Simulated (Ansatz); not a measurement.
CH₈AlGeN (`[NH2][AlH][CH2][GeH3]`) at its PBE0-D4/def2-TZVP geometry, where that method's forces vanish. Total charge 0; spin multiplicity 1.

```xyz
12

N    -2.0924    0.6787    0.2177
Al   -0.9063    0.5151   -1.0832
C     0.9742    0.3499   -0.6007
Ge    1.3171   -0.9477    0.8172
H    -1.8785    0.6813    1.2021
H    -3.0854    0.7731    0.0784
H    -1.4522    0.4961   -2.5716
H     1.3496    1.3166   -0.2457
H     1.5758    0.0765   -1.4725
H     0.5678   -0.5369    2.1010
H     0.8128   -2.3444    0.4023
H     2.8175   -1.0582    1.1548
```

Question: What forces (eV/Å) does ωB97M-V/def2-TZVPP give on these atoms in the Gaussian-basis code of Ansatz? (Best estimate.)

Answer: The calculation gave: 
```
N1  -0.006 -0.003  0.009
Al2 -0.004 -0.009 -0.174
C3   0.041  0.025 -0.020
Ge4  0.030 -0.058  0.077
H5  -0.030  0.005 -0.011
H6   0.018 -0.002  0.034
H7   0.056  0.006  0.147
H8  -0.024 -0.070 -0.032
H9  -0.042  0.026  0.065
H10  0.047 -0.025 -0.089
H11  0.033  0.097  0.025
H12 -0.120  0.009 -0.031
```
